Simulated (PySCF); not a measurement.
Computed shifts of a molecule C₄H₅FSi, PBE0/pcSseg-1 (PySCF), GIAO, gas phase, atoms alike by connectivity averaged where their shifts nearly agree, in ppm (number of nuclei): ¹³C: 152.0 (1), 137.8 (1), 96.1 (1), 85.6 (1). ²⁹Si: -5.7 (1). ¹⁹F: -231.4 (1). ¹H: 6.88 (1), 6.66 (1), 5.73 (2), 3.72 (1). References: ¹³C against TMS (σ = 186.3 ppm); ²⁹Si against TMS (σ = 352.7 ppm); ¹⁹F against CFCl3 (σ = 167.2 ppm); ¹H against TMS (σ = 31.56 ppm), references at their B3LYP-D3(BJ)/def2-TZVP geometries, non-relativistic. Coordinates come from a ωB97X-D3(BJ)/def2-SVP optimisation. Other conformers were not sampled.

Question: Which molecule gave these data?
A. FC1=CC=C[SiH2]1
B. C#CC(=C)[SiH2]F
C. C#C/C=C\[SiH2]F
D. C#C/C(F)=C/[SiH3]

Answer: C, C#C/C=C\[SiH2]F
